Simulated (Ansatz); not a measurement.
Consider the ligand exchange at the Al–O bond: `[OH][Al]([OH])[Br]` + NH₃ → `[NH2][Al]([OH])[Br]` + H₂O.

Calculated with Ansatz (gas phase, PBE0-D4/def2-TZVP geometries, no zero-point term in ΔE). CCSD(T)/CBS adds triple-zeta CCSD(T) − MP2 to the extrapolated MP2 energy (def2 sets, frozen cores). This one scheme is used for every species. Functionals use def2-TZVPP. B3LYP here is the variant with VWN-RPA as its local correlation; programs differ in this. HSE06 is defined as in plane-wave codes. For Br outer-core shells are correlated without core-valence functions, which leaves a few kJ/mol of doubt a bond. Scalar relativity is left out up to krypton. Each species was taken in one conformer, which may not be the lowest.

```tsv
level	ΔE (kJ/mol)	difference from CCSD(T)/CBS
B3LYP-D4	47.7	3.5
HSE06-D4	45.0	0.8
PBE	47.9	3.7
revPBE	48.9	4.7
BLYP	51.7	7.5
PBE0	46.3	2.1
r2SCANh	49.0	4.8
r2SCAN0	48.0	3.8
HSE06	46.2	2.0
HF/def2-SVP	47.1	2.9
MP2/def2-SVP	49.2	5.0
CCSD(T)/def2-SVP	48.4	4.2
HF/def2-TZVPP	49.9	5.7
MP2/def2-TZVPP	47.2	3.0
SCS-MP2/def2-TZVPP	48.3	4.1
SCS-MP2/def2-QZVPP	46.7	2.5
CCSD(T)/CBS	44.2	0
```

Largest T1 diagnostic among the species: 0.010.

Leaving LDA and LC-ωPBE aside and taking each functional with its dispersion term where it has one, the values, not all of them listed here, spread over 4.8 kJ/mol, from HSE06-D4 to B97M-V. LDA lies −3.5 kJ/mol from PBE without D4. At CCSD(T), def2-SVP lies +4.2 kJ/mol from the extrapolated value and def2-TZVPP +2.7 kJ/mol.
